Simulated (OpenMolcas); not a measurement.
# OpenMolcas run: neutral calcium

Input:

```
&GATEWAY
Coord
1

Ca 0.0 0.0 0.0
Basis=ANO-RCC-VQZP
Group=XYZ
NoMove
AngMom=0.0 0.0 0.0
AMFI
&SEWARD
* reference wave functions (RASSCF and RASSI steps not shown): 2 electrons in 9 orbitals (3d 4s 4p)
>>> COPY JOB001 $Project.JobIph
&CASPT2
Multistate=8 1 2 3 4 5 6 7 8
Frozen=2 3
IPEA=0.25
Imaginary=0.1
MaxIter=60
WThr=0.0 0.3 0.05
PrWF=0.5
NoMix
>>> COPY JOB002 $Project.JobIph
&CASPT2
Multistate=12 1 2 3 4 5 6 7 8 9 10 11 12
Frozen=2 3
IPEA=0.25
Imaginary=0.1
MaxIter=60
WThr=0.0 0.3 0.05
PrWF=0.5
NoMix
>>> COPY JOB003 $Project.JobIph
&CASPT2
Multistate=18 1 2 3 4 5 6 7 8 9 10 11 12 13 14 15 16 17 18
Frozen=2 3
IPEA=0.25
Imaginary=0.1
MaxIter=60
WThr=0.0 0.3 0.05
PrWF=0.5
NoMix
...
```

Output, cut to the results:

```
--- CASPT2 ---
Orbital specifications:
      -----------------------

      Symmetry species                           1   2
                                                ag  au
      Frozen orbitals                            2   3
      Inactive orbitals                          1   3
      Active orbitals                            6   3
      Secondary orbitals                        22  23
      Deleted orbitals                           0   0
      Number of basis functions                 31  32
Type of calculation                        MS-CASPT2
      Fock operator                              state-specific
      IPEA shift                                 0.25
      Real shift                                 0.00
      Imaginary shift                            0.10
      The input orbitals will be transformed to quasi-canonical
Reference energy:        -679.5296990761
      E2 (Non-variational):      -0.2712111666
      Shift correction:          -0.0002020569
      E2 (Variational):          -0.2714132235
      Total energy:            -679.8011122996
      Residual norm:              0.0000002258
      Reference weight:           0.94156
      Contributions to the CASPT2 correlation energy
      Active & Virtual Only:         -0.0035607289
      One Inactive Excited:          -0.0358207251
      Two Inactive Excited:          -0.2318297125
Reference energy:        -679.5296990761
      E2 (Non-variational):      -0.2712121312
      Shift correction:          -0.0002020936
      E2 (Variational):          -0.2714142248
      Total energy:            -679.8011133010
      Residual norm:              0.0000002286
      Reference weight:           0.94155
      Contributions to the CASPT2 correlation energy
      Active & Virtual Only:         -0.0035608343
      One Inactive Excited:          -0.0358214606
      Two Inactive Excited:          -0.2318298364
::    CASPT2 Root  1     Total energy:   -679.80111230
::    CASPT2 Root  2     Total energy:   -679.80111330
::    CASPT2 Root  3     Total energy:   -679.80111221
::    CASPT2 Root  4     Total energy:   -679.80111290
::    CASPT2 Root  5     Total energy:   -679.80111224
::    CASPT2 Root  6     Total energy:   -679.73975579
::    CASPT2 Root  7     Total energy:   -679.73975578
::    CASPT2 Root  8     Total energy:   -679.73975578
::    MS-CASPT2 Root  1     Total energy:   -679.80111355
::    MS-CASPT2 Root  2     Total energy:   -679.80111333
::    MS-CASPT2 Root  3     Total energy:   -679.80111240
::    MS-CASPT2 Root  4     Total energy:   -679.80111204
::    MS-CASPT2 Root  5     Total energy:   -679.80111164
::    MS-CASPT2 Root  6     Total energy:   -679.73975579
::    MS-CASPT2 Root  7     Total energy:   -679.73975578
::    MS-CASPT2 Root  8     Total energy:   -679.73975578
--- CASPT2 ---
Orbital specifications:
      -----------------------

      Symmetry species                           1   2
                                                ag  au
      Frozen orbitals                            2   3
      Inactive orbitals                          1   3
      Active orbitals                            6   3
      Secondary orbitals                        22  23
      Deleted orbitals                           0   0
      Number of basis functions                 31  32
Type of calculation                        MS-CASPT2
      Fock operator                              state-specific
      IPEA shift                                 0.25
      Real shift                                 0.00
      Imaginary shift                            0.10
      The input orbitals will be transformed to quasi-canonical
Reference energy:        -679.6524600114
      E2 (Non-variational):      -0.2638756179
      Shift correction:          -0.0002277326
      E2 (Variational):          -0.2641033504
      Total energy:            -679.9165633618
      Residual norm:              0.0000009991
      Reference weight:           0.94290
      Contributions to the CASPT2 correlation energy
      Active & Virtual Only:         -0.0024223189
      One Inactive Excited:          -0.0234844651
      Two Inactive Excited:          -0.2379688339
Reference energy:        -679.5327268675
      E2 (Non-variational):      -0.2635600637
      Shift correction:          -0.0003411509
      E2 (Variational):          -0.2639012146
      Total energy:            -679.7966280821
      Residual norm:              0.0000002455
      Reference weight:           0.94155
      Contributions to the CASPT2 correlation energy
      Active & Virtual Only:         -0.0041781384
      One Inactive Excited:          -0.0248849407
      Two Inactive Excited:          -0.2344969845
::    CASPT2 Root  1     Total energy:   -679.91656336
::    CASPT2 Root  2     Total energy:   -679.79662808
::    CASPT2 Root  3     Total energy:   -679.79662103
::    CASPT2 Root  4     Total energy:   -679.79661811
::    CASPT2 Root  5     Total energy:   -679.79662298
::    CASPT2 Root  6     Total energy:   -679.79661492
::    CASPT2 Root  7     Total energy:   -679.71970925
::    CASPT2 Root  8     Total energy:   -679.71641517
::    CASPT2 Root  9     Total energy:   -679.71640058
::    CASPT2 Root 10     Total energy:   -679.71642634
::    CASPT2 Root 11     Total energy:   -679.71641880
::    CASPT2 Root 12     Total energy:   -679.71633954
::    MS-CASPT2 Root  1     Total energy:   -679.91702232
::    MS-CASPT2 Root  2     Total energy:   -679.79780835
::    MS-CASPT2 Root  3     Total energy:   -679.79774516
::    MS-CASPT2 Root  4     Total energy:   -679.79768928
::    MS-CASPT2 Root  5     Total energy:   -679.79766875
::    MS-CASPT2 Root  6     Total energy:   -679.79750854
::    MS-CASPT2 Root  7     Total energy:   -679.71925162
::    MS-CASPT2 Root  8     Total energy:   -679.71553085
::    MS-CASPT2 Root  9     Total energy:   -679.71545315
::    MS-CASPT2 Root 10     Total energy:   -679.71534535
...
```

Levels above the lowest, from the spin-orbit matrix with the single-state CASPT2 energies, averaged by term, on its diagonal:

```tsv
Configuration	Term	J	E (cm⁻¹)	Measured (cm⁻¹)	Term weight %
4s²	¹S	0	0.0	0.0	100
4s 4p	³P°	0	14760	15158	100
4s 4p	³P°	1	14780	15210	100
4s 4p	³P°	2	14840	15316	100
4s 4p	¹P°	1	23320	23652	100
3d 4s	³D	1	25330	20335	100
3d 4s	³D	2	25340	20349	100
3d 4s	³D	3	25340	20371	100
3d 4s	¹D(1)	2	26320	21850	100
4p²	³P	0	38730	38418	100
4p²	³P	1	38770	38465	100
4p²	³P	2	38840	38552	100
3d 4p	³F°	2	40470	35730	100
3d 4p	³F°	3	40510	35819	100
3d 4p	³F°	4	40550	35897	100
3d 4p	¹D°	2	41280	35835	100
4p²	¹S	0	43210		100
```

Against the 15 measured excited levels shown (NIST Handbook of Basic Atomic Spectroscopic Data) the mean absolute deviation is 2800 cm-1; the largest miss in energy is 3d 4p ¹D°₂: computed 41280, measured 35835 cm⁻¹ (+15.2 %), and the largest in proportion 3d 4s ³D₁ (+24.6 %).

Term energies are means over components that CASPT2 splits; among the terms shown or strongly mixed into the levels shown the widest spread is 72 cm-1 (3d 4p ³F°). Some high roots are left out of the spin-orbit mixing, which shifts the levels that they would mix with. Configurations are named by rounded mean occupations; where the s occupation lies near a half they are strongly mixed, a name can repeat and a true partner stay unpaired. A single d shell beside an s shell can misplace configurations of different d count against each other. Computed and measured levels are paired by configuration, term and J; levels that our copy of the source lacks, or whose pairing is in doubt (as where it misses far off the trend of its configuration), stay unpaired and out of the deviations. Levels of configurations outside the active space are missing. The first state left out of the spin-orbit step lies near 55000 cm-1 above the lowest spin-free state of the reference (among the parities and spins computed), and the list stops at four fifths of that energy or lower.

The term weight is that of the spin-free term in the level, not the purity of its configuration. A number in round brackets counts repeated terms of one configuration in the order of the reference energies. ° marks odd parity.
